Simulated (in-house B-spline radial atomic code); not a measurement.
Configurations of Te, with energies counted from [Kr] 4d10 5s2 5p4. Level of theory: scalar-relativistic (X2C) LDA exchange-only, spin-polarised, spherical fractional occupations, Fermi nucleus of rms radius 4.7423 fm; calculated with a B-spline radial code for spherical atoms. Shells without spins written out take the highest spin.

Occupations are held fixed; configurations that lie above the ionisation limit could autoionise.

```csv
configuration,E - E(ref) (eV),highest orbital,its <r> (bohr)
[Kr] 4d10 5s2 5p3 6d1,6.3737,6d up,15.25
"[Kr] 4d10 5s2 5p(1 up, 2 down) 5f(1 up, 0 down)",8.7639,5f up,31.25
"[Kr] 4d10 5s(0 up, 1 down) 5p(2 up, 3 down)",9.1784,5p up,2.724
[Kr] 4d9 5s2 5p4 5f1,46.716,5f up,31
[Ar] 3d10 4s2 4p5 4d10 5s2 5p4 6f1,120.28,6f up,46.75
[Ar] 3d9 4s2 4p6 4d10 5s2 5p5,569.95,5p down,2.538
[Ar] 3d9 4s2 4p6 4d10 5s2 5p4 6s1,575.9,6s up,6.097
```

Q: Order these further configurations by energy, lowest first.
A. [Kr] 4d10 5s1 5p4 6s1
B. [Kr] 4d9 5s2 5p4 6p1
C. [Kr] 4d9 5s2 5p4 6f1
D. [Kr] 4d10 5s2 5p(2 up, 2 down)
E. [Ar] 3d10 4s2 4p(2 up, 3 down) 4d10 5s2 5p(2 up, 2 down) 6f(0 up, 1 down)

A: D (0.74419 eV), A (13.929 eV), B (45.069 eV), C (46.868 eV), E (121.2 eV).

Q: How far above the reference does [Ar] 3d10 4s2 4p5 4d10 5s2 5p5 lie?

A: 111.36 eV; its least bound orbital is 5p down with <r> = 2.56 bohr.

Q: How far above the reference does [Kr] 4d10 5s(1 up, 0 down) 5p(2 up, 2 down) 6s(0 up, 1 down) lie?

A: 15.818 eV; its least bound orbital is 6s down with <r> = 6.393 bohr.

Q: How far above the reference does [Ar] 3d10 4s2 4p5 4d10 5s2 5p4 5d1 lie?

A: 118.71 eV; its least bound orbital is 5d up with <r> = 7.087 bohr.
